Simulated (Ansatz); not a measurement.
System (SMILES): N#P (N-P).
Geometry (B3LYP-D3(BJ)/def2-TZVP, fixed):
```
N
P 1 1.4828
```

Basis-set convergence of the dipole moment at CCSD(T) with Ansatz (a first-principles code). Dipoles come from the density behind the forces; the sign is taken along the dipole that this method gives in the largest set. The reference of a correlated method is not its basis-set limit, which lies further on. Cartesian d functions, on some or all atoms, in 6-31G**; all else is spherical. Cores are frozen. A restricted Hartree-Fock determinant is unstable towards unrestricted orbitals. No added dispersion term, no relativity. Reference: the value in aug-pcseg-3, 2.777 D, itself unsure by roughly 0.014 D (its mean distance from aug-cc-pV(Q+d)Z, def2-QZVPPD).

```json
[
 {"basis": "6-31G**", "functions": "34", "dipole moment (D)": "2.464"},
 {"basis": "cc-pV(D+d)Z", "functions": "37", "dipole moment (D)": "…"},
 {"basis": "aug-pcseg-1", "functions": "50", "dipole moment (D)": "2.771"},
 {"basis": "aug-cc-pV(D+d)Z", "functions": "55", "dipole moment (D)": "…"},
 {"basis": "cc-pV(T+d)Z", "functions": "69", "dipole moment (D)": "2.625"},
 {"basis": "def2-TZVPD", "functions": "80", "dipole moment (D)": "2.743"},
 {"basis": "def2-TZVPPD", "functions": "85", "dipole moment (D)": "…"},
 {"basis": "6-311++G(3df,3pd)", "functions": "86", "dipole moment (D)": "2.772"},
 {"basis": "jun-cc-pV(T+d)Z", "functions": "87", "dipole moment (D)": "2.742"},
 {"basis": "aug-pcseg-2", "functions": "96", "dipole moment (D)": "2.776"},
 {"basis": "cc-pV(Q+d)Z", "functions": "119", "dipole moment (D)": "2.725"},
 {"basis": "aug-cc-pV(Q+d)Z", "functions": "169", "dipole moment (D)": "2.771"},
 {"basis": "cc-pV(5+d)Z", "functions": "191", "dipole moment (D)": "…"}
]
```

**Question.** What belongs in the gaps?

**Answer.** 
- cc-pV(D+d)Z, dipole moment (D): 2.441
- aug-cc-pV(D+d)Z, dipole moment (D): 2.733
- def2-TZVPPD, dipole moment (D): 2.739
- cc-pV(5+d)Z, dipole moment (D): 2.764
